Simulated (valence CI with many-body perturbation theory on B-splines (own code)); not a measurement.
**E1 transitions of V¹⁶⁺**

Calculated by valence CI with perturbative core correlation (CI+MBPT): five valence electrons over a frozen Dirac-Fock core [He], a basis of 11 s, 11 p, 10 d, 8 f, 5 g, 2 h functions for each j, with the one-electron correlation potential Σ1 (screened to all orders), the two-electron term Σ2, the three-electron term Σ3, Breit, model QED; selected single and double excitations, second order for the rest, scaled by the run's own slope (own B-spline code, finite nucleus).

No measured levels were compared; by estimate levels of excited configurations hold to 0.05 to 0.15 % of their energy, terms of the ground configuration to about 0.5 %. Among the levels kept, up to 5400 cm⁻¹ of a level comes from second order outside the variational space, and about a tenth of that is noise between levels of different J, which matters for small intervals.

Lines 101 to 150 of 585 in falling wavelength, among levels below 826.46 eV, chosen from the strongest by gf and those to the six lowest levels. Wavelengths and rates use the calculated energies, so an error of 500 cm⁻¹ moves a line at 469.4 Å by 0.23 % and its rate by three times that or more. Electric multipoles are in the length gauge, E1 and E2 with the static RPA response of the core. Weak lines are less certain than strong ones. Lines between different terms over intervals too small for the method are left out, as are lines whose strength nearly cancels. Where a level lies close to another of its J and parity, the split of strength between their lines is uncertain. The highest levels of a list are the least certain.

Names give the largest LS component (configuration and term), which can be under half, so a name can repeat, a term be missing and a line seem to break the LS rules; names also repeat where a configuration has a term twice. Letters in brackets count levels of one name in rising energy.

| λ vac (Å) | Upper | Lower | A (s⁻¹) | log gf | Branch % |
| --- | --- | --- | --- | --- | --- |
| 469.4 | 2s 2p3 3p 4P_3/2 [c] | 2s 2p3 3s 4P°_5/2 | 1.03e+09 | -0.87 | 0.1 |
| 469.1 | 2s 2p3 3d 2D°_3/2 [c] | 2s 2p3 3p 4P_1/2 [d] | 1.07e+09 | -0.85 | 0.0 |
| 468.7 | 2s2 2p2 3d 4D_7/2 | 2s2 2p2 3p 4D°_7/2 | 6.64e+08 | -0.76 | 5.0 |
| 468.0 | 2s2 2p2 3d 2D_5/2 [b] | 2s2 2p2 3p 2D°_3/2 [b] | 7.49e+08 | -0.83 | 0.0 |
| 468.0 | 2s 2p3 3p 2D_5/2 [a] | 2s 2p3 3s 2D°_5/2 [a] | 2.47e+09 | -0.31 | 0.1 |
| 467.7 | 2s 2p3 3d 4G°_5/2 | 2s 2p3 3p 4F_3/2 | 1.77e+09 | -0.46 | 1.6 |
| 466.8 | 2s2 2p2 3d 4P_5/2 | 2s2 2p2 3p 4S°_3/2 | 6.74e+08 | -0.88 | 0.0 |
| 464.8 | 2s 2p3 3p 4P_5/2 [c] | 2s 2p3 3s 4P°_5/2 | 1.77e+09 | -0.46 | 0.2 |
| 463.9 | 2s2 2p2 3d 2G_9/2 | 2s2 2p2 3p 2F°_7/2 | 2.48e+09 | -0.10 | 99.1 |
| 463.3 | 2s 2p3 3d 2G°_7/2 [b] | 2s 2p3 3p 2F_5/2 [b] | 2.48e+09 | -0.20 | 4.6 |
| 462.7 | 2s 2p3 3p 2D_5/2 [c] | 2s 2p3 3s 2D°_5/2 [b] | 2.30e+09 | -0.35 | 0.7 |
| 461.6 | 2s2 2p2 3d 2F_5/2 [b] | 2s2 2p2 3p 2D°_3/2 [a] | 1.95e+09 | -0.43 | 0.1 |
| 461.2 | 2s2 2p2 3p 2D°_3/2 [b] | 2s2 2p2 3s 2D_5/2 | 1.29e+09 | -0.78 | 2.0 |
| 460.7 | 2s2 2p2 3d 2G_7/2 | 2s2 2p2 3p 2F°_5/2 | 2.29e+09 | -0.23 | 0.1 |
| 460.7 | 2s2 2p2 3d 2D_5/2 [d] | 2s2 2p2 3p 2P°_3/2 [c] | 2.35e+09 | -0.35 | 0.0 |
| 460.4 | 2s 2p3 3d 2D°_5/2 [c] | 2s 2p3 3p 2P_3/2 [c] | 1.19e+09 | -0.65 | 0.0 |
| 460.3 | 2s 2p3 3d 4S°_3/2 | 2s 2p3 3p 4P_3/2 [b] | 6.83e+08 | -1.06 | 0.0 |
| 459.7 | 2s 2p3 3d 4F°_3/2 [b] | 2s 2p3 3p 4D_1/2 [b] | 1.79e+09 | -0.64 | 0.3 |
| 459.5 | 2s2 2p2 3d 4F_5/2 | 2s2 2p2 3p 4D°_3/2 | 2.27e+09 | -0.37 | 0.2 |
| 458.8 | 2s2 2p2 3p 4S°_3/2 | 2s2 2p2 3s 4P_5/2 | 1.96e+09 | -0.61 | 0.8 |
| 458.5 | 2s2 2p2 3d 2F_7/2 [b] | 2s2 2p2 3p 2D°_5/2 [b] | 1.82e+09 | -0.34 | 0.0 |
| 458.4 | 2s 2p3 3d 2F°_7/2 [a] | 2s 2p3 3p 2D_5/2 [a] | 1.76e+09 | -0.35 | 0.0 |
| 457.6 | 2s2 2p2 3d 2F_7/2 [a] | 2s2 2p2 3p 2D°_5/2 [a] | 2.06e+09 | -0.29 | 0.1 |
| 457.3 | 2s 2p3 3d 4D°_3/2 [d] | 2s 2p3 3p 2P_1/2 [c] | 1.12e+09 | -0.85 | 0.0 |
| 457.1 | 2s 2p3 3d 4D°_5/2 [d] | 2s 2p3 3p 4P_3/2 [d] | 1.46e+09 | -0.56 | 0.1 |
| 456.6 | 2s 2p3 3d 4P°_5/2 [b] | 2s 2p3 3p 4S_3/2 | 1.51e+09 | -0.55 | 0.2 |
| 456.1 | 2s 2p3 3d 4P°_3/2 [b] | 2s 2p3 3p 4S_3/2 | 1.34e+09 | -0.78 | 0.0 |
| 456.0 | 2s 2p3 3d 2G°_9/2 [a] | 2s 2p3 3p 2F_7/2 [a] | 2.68e+09 | -0.08 | 27.7 |
| 455.5 | 2s 2p3 3d 2G°_7/2 [a] | 2s 2p3 3p 2F_5/2 [a] | 2.47e+09 | -0.21 | 0.3 |
| 455.2 | 2s 2p3 3d 4D°_3/2 [d] | 2s 2p3 3p 4P_3/2 [d] | 8.78e+08 | -0.96 | 0.0 |
| 454.8 | 2s 2p3 3d 2D°_3/2 [a] | 2s 2p3 3p 2D_3/2 [a] | 1.08e+09 | -0.87 | 0.0 |
| 454.6 | 2s 2p3 3p 4P_1/2 [c] | 2s 2p3 3s 4P°_3/2 | 2.56e+09 | -0.80 | 0.3 |
| 453.0 | 2s 2p3 3d 2F°_5/2 [a] | 2s 2p3 3p 2D_5/2 [a] | 8.60e+08 | -0.80 | 0.0 |
| 451.1 | 2s2 2p2 3d 4D_7/2 | 2s2 2p2 3p 4P°_5/2 | 1.80e+09 | -0.36 | 13.5 |
| 448.0 | 2s2 2p2 3d 4P_3/2 | 2s2 2p2 3p 4S°_3/2 | 1.33e+09 | -0.79 | 0.0 |
| 447.6 | 2s2 2p2 3d 2F_5/2 [a] | 2s2 2p2 3p 4P°_3/2 | 1.78e+09 | -0.49 | 0.1 |
| 446.7 | 2s2 2p2 3d 2F_5/2 [a] | 2s2 2p2 3p 4D°_5/2 | 5.20e+08 | -1.03 | 0.0 |
| 445.5 | 2s 2p3 3d 2F°_7/2 [b] | 2s 2p3 3p 2D_5/2 [b] | 2.50e+09 | -0.22 | 0.0 |
| 445.3 | 2s 2p3 3p 4P_5/2 [c] | 2s 2p3 3s 4P°_3/2 | 9.94e+08 | -0.75 | 0.1 |
| 443.0 | 2s2 2p2 3p 2D°_5/2 [b] | 2s2 2p2 3s 2D_5/2 | 2.25e+09 | -0.40 | 6.3 |
| 442.0 | 2s 2p3 3d 2F°_5/2 [b] | 2s 2p3 3p 2D_3/2 [b] | 2.34e+09 | -0.39 | 0.1 |
| 441.6 | 2s 2p3 3p 2S_1/2 [a] | 2s 2p3 3s 2P°_3/2 [a] | 1.80e+09 | -0.98 | 0.1 |
| 441.5 | 2s 2p3 3d 4D°_7/2 [b] | 2s 2p3 3p 4D_7/2 [a] | 8.67e+08 | -0.69 | 0.0 |
| 440.1 | 2s 2p3 3p 4P_3/2 [c] | 2s 2p3 3s 4P°_1/2 | 1.32e+09 | -0.81 | 0.1 |
| 438.0 | 2s 2p3 3d 2D°_3/2 [b] | 2s 2p3 3p 2P_1/2 [b] | 9.93e+08 | -0.94 | 0.0 |
| 437.9 | 2s2 2p2 3d 4P_1/2 | 2s2 2p2 3p 4S°_3/2 | 1.73e+09 | -1.00 | 0.0 |
| 437.7 | 2s 2p3 3d 4D°_3/2 [a] | 2s 2p3 3p 4P_1/2 [a] | 1.31e+09 | -0.82 | 0.0 |
| 436.7 | 2s2 2p2 3d 4D_3/2 | 2s2 2p2 3p 4P°_1/2 | 1.44e+09 | -0.78 | 0.1 |
| 436.6 | 2s 2p3 3d 4D°_7/2 [c] | 2s 2p3 3p 4D_7/2 [b] | 9.71e+08 | -0.65 | 0.0 |
| 435.6 | 2s 2p3 3d 2F°_5/2 [a] | 2s 2p3 3p 2D_3/2 [a] | 1.28e+09 | -0.66 | 0.0 |

(1) How does gf follow from A for the line at 459.7 Å?

## Answers

(1) gf = 1.4992 × (2J+1)_upper × A / σ², with σ = 217532 cm⁻¹ and 2J+1 = 4: gf = 0.227.
